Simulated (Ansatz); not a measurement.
The lowest doublet and quartet of CCl (SMILES [C]Cl); geometries from B3LYP-D3(BJ)/def2-TZVP, each state relaxed from the structure named, with no frequency check.
Doublet (charge 0, multiplicity 2):
```xyz
2

C      0.00000     0.00000    -1.22427
Cl     0.00000     0.00000     0.43209
```

A positive gap puts the quartet lower; no zero-point energy. U- takes an unrestricted doublet. The quartet is unrestricted in single-reference levels. Active spaces average the two states.

Cores are frozen in the correlated methods.

The values were computed with Ansatz (a quantum-chemistry and plane-wave program). Each number belongs to the level named beside it.

### Question
Give the gap E(doublet) − E(quartet), vertical, at the doublet's geometry at the level U-HF/cc-pV(T+d)Z.

### Answer
-26.3 kcal/mol

### Question
Predict the gap E(doublet) − E(quartet), vertical, at the doublet's geometry from U-B3LYP/def2-TZVPP.

### Answer
-58.6 kcal/mol

### Question
What gap E(doublet) − E(quartet), vertical, at the doublet's geometry does SA-CASSCF(3,4)/cc-pV(Q+d)Z give?

### Answer
-41.3 kcal/mol
